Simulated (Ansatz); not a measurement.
`[OH][Sn]([OH])([F])[Br]` + H–F → `[OH][Sn]([OH])([F])[F]` + HBr  (ligand exchange at the Sn–Br bond)

Gas-phase electronic energies from Ansatz, PBE0-D4/def2-TZVP geometries. CBS: MP2 limit from def2 TZ/QZ plus the TZ coupled-cluster correction, frozen cores. This one scheme is used for every species. Functionals use def2-TZVPP. HSE06 is defined as in plane-wave codes. Elements past krypton have def2 core potentials. For Br, Sn outer-core shells are correlated without core-valence functions, which leaves a few kJ/mol of doubt a bond. Scalar relativity is left out up to krypton. Each species was taken in one conformer, which may not be the lowest.

(1) Is it downhill or uphill in electronic energy at CCSD(T)/CBS, and by how much? (Best estimate.)

(2) What do these levels give: r2SCAN0-D4, BHLYP-D4, ωB97X-V, PBE0, r2SCANh, HSE06, CAM-B3LYP, RPA@PBE/def2-TZVPP, CCSD/def2-SVP, CCSD(T)/def2-SVP, CCSD/def2-TZVPP, CCSD(T)/def2-TZVPP? (Best estimate.)

Largest T1 diagnostic among the species: 0.015.

Results:

(1) The calculation gave: Uphill: ΔE = +55.1 kJ/mol.

(2) The calculation gave: r2SCAN0-D4 54.2, BHLYP-D4 55.2, ωB97X-V 44.3, PBE0 52.7, r2SCANh 49.0, HSE06 53.2, CAM-B3LYP 39.2, RPA@PBE/def2-TZVPP 43.0, CCSD/def2-SVP 41.2, CCSD(T)/def2-SVP 41.3, CCSD/def2-TZVPP 49.1, CCSD(T)/def2-TZVPP 49.4 kJ/mol.

From r2SCAN to r2SCAN0 (25 % exact exchange), in def2-TZVPP and without D4, ΔE moves by +6.9 kJ/mol. The D4 term adds +6.4 kJ/mol with B3LYP and +3.5 kJ/mol with PBE0; it sums over pairs of atoms, weighted by their polarisabilities, and B3LYP, whose exchange is more repulsive, gets the larger term.

B3LYP here is the variant with VWN-RPA as its local correlation; programs differ in this.
